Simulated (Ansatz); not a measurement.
Level of theory: B3LYP-D3(BJ)/def2-TZVP in Ansatz (a quantum-chemistry and plane-wave program). No frequencies were computed at this level.

Ansatz 0.2 input:
```yaml
crystal:
  periodic: [false, false, false]
  atoms:
    - { symbol: B, position_ang: [1.675537, -0.095002, 0.266131] }
    - { symbol: C, position_ang: [0.511649, 0.615107, -0.483461] }
    - { symbol: B, position_ang: [-0.80688, 0.344107, 0.382434] }
    - { symbol: N, position_ang: [-1.621989, -0.724839, 0.065001] }
    - { symbol: H, position_ang: [2.270974, 0.459756, 1.108877] }
    - { symbol: H, position_ang: [1.940936, -1.212026, 0.026808] }
    - { symbol: H, position_ang: [0.360717, 0.221163, -1.488148] }
    - { symbol: H, position_ang: [0.658892, 1.691783, -0.549715] }
    - { symbol: H, position_ang: [-1.104559, 1.029259, 1.285926] }
    - { symbol: H, position_ang: [-2.463712, -0.961586, 0.562907] }
    - { symbol: H, position_ang: [-1.421566, -1.367718, -0.683953] }
basis:
  gaussian: { orbitals: def2-tzvp }
hamiltonian:
  xc: b3lyp
  dispersion: d3bj
relax:
  max_steps: 150
```

Output:

```
Functional definition: B3LYP
981 factors; their error is unknown
mean field evaluation 1: about -3984.5753 eV, gradient 7.5e1 eV
mean field evaluation 2: about -3972.7137 eV, gradient 9.9e1 eV
mean field evaluation 4: about -3996.4080 eV, gradient 6.7e0 eV
mean field evaluation 8: about -3996.5005 eV, gradient 3.5e-1 eV
mean field evaluation 16: about -3996.5007 eV, gradient 3.7e-5 eV
mean field -3996.50066049 eV, -146.8686903476 hartree, gradient 3.7e-5 eV, S^2 0.000000; 0 other end points of the search recorded, 0 dependent functions left out
reference -3996.50093365 eV, -146.8687003860 hartree; 15, 15 occupied and 151, 151 virtual orbitals, 981 factors
relax step   1: F+E_penalty+E_count = -3996.80875855 eV  Δ(F+E_penalty+E_count) = +0.000e0 eV  max|allowed force component| = 6.063e-1 eV/Å  Δτ_max = 0.0000 Å  (28 SCF iters, accepted)
these checks for a lower state are left out or cut short: starts, cluster_reference, orbital_swaps, neighbouring_geometries, increment
981 factors; their error is unknown
mean field -3996.52633508 eV, -146.8696338712 hartree, gradient 2.2e-5 eV, S^2 0.000000; 0 other end points of the search recorded, 0 dependent functions left out
reference -3996.52660858 eV, -146.8696439223 hartree; 15, 15 occupied and 151, 151 virtual orbitals, 981 factors
relax step   2: F+E_penalty+E_count = -3996.83442739 eV  Δ(F+E_penalty+E_count) = -2.567e-2 eV  max|allowed force component| = 3.509e-1 eV/Å  Δτ_max = 0.0461 Å  (32 SCF iters, accepted)
these checks for a lower state are left out or cut short: starts, cluster_reference, orbital_swaps, neighbouring_geometries, increment
981 factors; their error is unknown
mean field -3996.53022052 eV, -146.8697766585 hartree, gradient 2.2e-5 eV, S^2 0.000000; 0 other end points of the search recorded, 0 dependent functions left out
reference -3996.53049415 eV, -146.8697867142 hartree; 15, 15 occupied and 151, 151 virtual orbitals, 981 factors
relax step   3: F+E_penalty+E_count = -3996.83834903 eV  Δ(F+E_penalty+E_count) = -3.922e-3 eV  max|allowed force component| = 1.771e-1 eV/Å  Δτ_max = 0.0310 Å  (33 SCF iters, accepted)
these checks for a lower state are left out or cut short: starts, cluster_reference, orbital_swaps, neighbouring_geometries, increment
981 factors; their error is unknown
mean field evaluation 32: about -3996.5443 eV, gradient 1.1e-3 eV
mean field -3996.53241031 eV, -146.8698571320 hartree, gradient 2.2e-5 eV, S^2 0.000000; 0 other end points of the search recorded, 0 dependent functions left out
reference -3996.53268388 eV, -146.8698671854 hartree; 15, 15 occupied and 151, 151 virtual orbitals, 981 factors
relax step   4: F+E_penalty+E_count = -3996.84065828 eV  Δ(F+E_penalty+E_count) = -2.309e-3 eV  max|allowed force component| = 3.514e-2 eV/Å  Δτ_max = 0.0129 Å  (34 SCF iters, accepted)
these checks for a lower state are left out or cut short: starts, cluster_reference, orbital_swaps, neighbouring_geometries, increment
981 factors; their error is unknown
mean field -3996.53295849 eV, -146.8698772772 hartree, gradient 2.2e-5 eV, S^2 0.000000; 0 other end points of the search recorded, 0 dependent functions left out
reference -3996.53323154 eV, -146.8698873117 hartree; 15, 15 occupied and 151, 151 virtual orbitals, 981 factors
relax step   5: F+E_penalty+E_count = -3996.84188349 eV  Δ(F+E_penalty+E_count) = -1.225e-3 eV  max|allowed force component| = 5.781e-2 eV/Å  Δτ_max = 0.0757 Å  (32 SCF iters, accepted)
these checks for a lower state are left out or cut short: starts, cluster_reference, orbital_swaps, neighbouring_geometries, increment
981 factors; their error is unknown
mean field -3996.53391008 eV, -146.8699122476 hartree, gradient 2.2e-5 eV, S^2 0.000000; 0 other end points of the search recorded, 0 dependent functions left out
reference -3996.53418369 eV, -146.8699223024 hartree; 15, 15 occupied and 151, 151 virtual orbitals, 981 factors
relax step   6: F+E_penalty+E_count = -3996.84200543 eV  Δ(F+E_penalty+E_count) = -1.219e-4 eV  max|allowed force component| = 4.562e-2 eV/Å  Δτ_max = 0.0328 Å  (33 SCF iters, accepted)
these checks for a lower state are left out or cut short: starts, cluster_reference, orbital_swaps, neighbouring_geometries, increment
981 factors; their error is unknown
mean field -3996.53415846 eV, -146.8699213754 hartree, gradient 2.2e-5 eV, S^2 0.000000; 0 other end points of the search recorded, 0 dependent functions left out
reference -3996.53443202 eV, -146.8699314285 hartree; 15, 15 occupied and 151, 151 virtual orbitals, 981 factors
relax step   7: F+E_penalty+E_count = -3996.84237824 eV  Δ(F+E_penalty+E_count) = -3.728e-4 eV  max|allowed force component| = 1.922e-2 eV/Å  Δτ_max = 0.0064 Å  (33 SCF iters, accepted)
these checks for a lower state are left out or cut short: starts, cluster_reference, orbital_swaps, neighbouring_geometries, increment
981 factors; their error is unknown
mean field evaluation 64: about -3996.5343 eV, gradient 2.2e-5 eV
mean field -3996.53425756 eV, -146.8699250173 hartree, gradient 2.2e-5 eV, S^2 0.000000; 0 other end points of the search recorded, 0 dependent functions left out
reference -3996.53453132 eV, -146.8699350775 hartree; 15, 15 occupied and 151, 151 virtual orbitals, 981 factors
relax step   8: F+E_penalty+E_count = -3996.84244849 eV  Δ(F+E_penalty+E_count) = -7.025e-5 eV  max|allowed force component| = 1.771e-2 eV/Å  Δτ_max = 0.0134 Å  (32 SCF iters, accepted)
these checks for a lower state are left out or cut short: starts, cluster_reference, orbital_swaps, neighbouring_geometries, increment
981 factors; their error is unknown
mean field -3996.53448141 eV, -146.8699332436 hartree, gradient 2.2e-5 eV, S^2 0.000000; 0 other end points of the search recorded, 0 dependent functions left out
reference -3996.53475528 eV, -146.8699433079 hartree; 15, 15 occupied and 151, 151 virtual orbitals, 981 factors
relax step   9: F+E_penalty+E_count = -3996.84251963 eV  Δ(F+E_penalty+E_count) = -7.115e-5 eV  max|allowed force component| = 9.647e-3 eV/Å  Δτ_max = 0.0091 Å  (33 SCF iters, accepted)
these checks for a lower state are left out or cut short: starts, cluster_reference, orbital_swaps, neighbouring_geometries, increment
981 factors; their error is unknown
mean field -3996.53476417 eV, -146.8699436348 hartree, gradient 2.2e-5 eV, S^2 0.000000; 0 other end points of the search recorded, 0 dependent functions left out
reference -3996.53503829 eV, -146.8699537082 hartree; 15, 15 occupied and 151, 151 virtual orbitals, 981 factors
relax step  10: F+E_penalty+E_count = -3996.84256407 eV  Δ(F+E_penalty+E_count) = -4.444e-5 eV  max|allowed force component| = 1.134e-2 eV/Å  Δτ_max = 0.0139 Å  (33 SCF iters, accepted)
these checks for a lower state are left out or cut short: starts, cluster_reference, orbital_swaps, neighbouring_geometries, increment
981 factors; their error is unknown
mean field -3996.53513170 eV, -146.8699571413 hartree, gradient 2.2e-5 eV, S^2 0.000000; 0 other end points of the search recorded, 0 dependent functions left out
reference -3996.53540620 eV, -146.8699672290 hartree; 15, 15 occupied and 151, 151 virtual orbitals, 981 factors
relax step  11: F+E_penalty+E_count = -3996.84260060 eV  Δ(F+E_penalty+E_count) = -3.653e-5 eV  max|allowed force component| = 1.232e-2 eV/Å  Δτ_max = 0.0205 Å  (33 SCF iters, accepted)
these checks for a lower state are left out or cut short: starts, cluster_reference, orbital_swaps, neighbouring_geometries, increment
981 factors; their error is unknown
mean field -3996.53551745 eV, -146.8699713173 hartree, gradient 2.2e-5 eV, S^2 0.000000; 0 other end points of the search recorded, 0 dependent functions left out
reference -3996.53579247 eV, -146.8699814241 hartree; 15, 15 occupied and 151, 151 virtual orbitals, 981 factors
relax step  12: F+E_penalty+E_count = -3996.84260480 eV  Δ(F+E_penalty+E_count) = -4.202e-6 eV  max|allowed force component| = 2.742e-2 eV/Å  Δτ_max = 0.0282 Å  (33 SCF iters, accepted)
these checks for a lower state are left out or cut short: starts, cluster_reference, orbital_swaps, neighbouring_geometries, increment
981 factors; their error is unknown
mean field evaluation 96: about -3996.5352 eV, gradient 3.5e-1 eV
mean field -3996.53542678 eV, -146.8699679852 hartree, gradient 2.2e-5 eV, S^2 0.000000; 0 other end points of the search recorded, 0 dependent functions left out
reference -3996.53570165 eV, -146.8699780864 hartree; 15, 15 occupied and 151, 151 virtual orbitals, 981 factors
relax step  13: F+E_penalty+E_count = -3996.84265027 eV  Δ(F+E_penalty+E_count) = -4.547e-5 eV  max|allowed force component| = 1.833e-2 eV/Å  Δτ_max = 0.0086 Å  (32 SCF iters, accepted)
these checks for a lower state are left out or cut short: starts, cluster_reference, orbital_swaps, neighbouring_geometries, increment
981 factors; their error is unknown
mean field -3996.53541085 eV, -146.8699673998 hartree, gradient 2.2e-5 eV, S^2 0.000000; 0 other end points of the search recorded, 0 dependent functions left out
reference -3996.53568570 eV, -146.8699775003 hartree; 15, 15 occupied and 151, 151 virtual orbitals, 981 factors
relax step  14: F+E_penalty+E_count = -3996.84266306 eV  Δ(F+E_penalty+E_count) = -1.279e-5 eV  max|allowed force component| = 1.208e-2 eV/Å  Δτ_max = 0.0027 Å  (35 SCF iters, accepted)
these checks for a lower state are left out or cut short: starts, cluster_reference, orbital_swaps, neighbouring_geometries, increment
981 factors; their error is unknown
mean field -3996.53545910 eV, -146.8699691728 hartree, gradient 2.2e-5 eV, S^2 0.000000; 0 other end points of the search recorded, 0 dependent functions left out
reference -3996.53573402 eV, -146.8699792761 hartree; 15, 15 occupied and 151, 151 virtual orbitals, 981 factors
relax step  15: F+E_penalty+E_count = -3996.84267327 eV  Δ(F+E_penalty+E_count) = -1.021e-5 eV  max|allowed force component| = 5.774e-3 eV/Å  Δτ_max = 0.0056 Å  (33 SCF iters, accepted)
981 factors; their error is unknown
mean field evaluation 128: about -3996.5469 eV, gradient 6.1e-2 eV
mean field -3996.53545910 eV, -146.8699691728 hartree, gradient 2.2e-5 eV, S^2 0.000000; 1 other end points of the search recorded, 0 dependent functions left out
reference -3996.53573402 eV, -146.8699792761 hartree; 15, 15 occupied and 151, 151 virtual orbitals, 981 factors
Total energy: -3996.84294820 eV, -146.8812691889 hartree
Atom 0 at     1.676364    -0.069038     0.264097 Å, force     0.004480     0.000129    -0.001591 eV/Å
Atom 1 at     0.520050     0.585289    -0.519339 Å, force    -0.001013     0.000762    -0.001679 eV/Å
Atom 2 at    -0.775196     0.318562     0.364044 Å, force    -0.005774    -0.002219     0.000745 eV/Å
Atom 3 at    -1.650366    -0.722516     0.065210 Å, force     0.005288    -0.001363    -0.005627 eV/Å
Atom 4 at     2.160763     0.476443     1.209748 Å, force    -0.000881    -0.000338     0.000337 eV/Å
Atom 5 at     2.066669    -1.163263    -0.016004 Å, force    -0.000753     0.000153     0.001236 eV/Å
Atom 6 at     0.385382     0.173261    -1.522222 Å, force    -0.000577     0.000501     0.001951 eV/Å
Atom 7 at     0.634238     1.673166    -0.562508 Å, force    -0.000355    -0.001434     0.001103 eV/Å
Atom 8 at    -1.017189     0.990347     1.321007 Å, force     0.000789    -0.001419    -0.002413 eV/Å
Atom 9 at    -2.478441    -0.914667     0.603623 Å, force     0.000724     0.001063     0.000506 eV/Å
Atom 10 at    -1.522276    -1.347581    -0.714848 Å, force    -0.001929     0.004165     0.005431 eV/Å
Dipole moment:    -0.359962    -0.182646    -0.177990 e Å
```

Cost: around 80 core-seconds (rough).
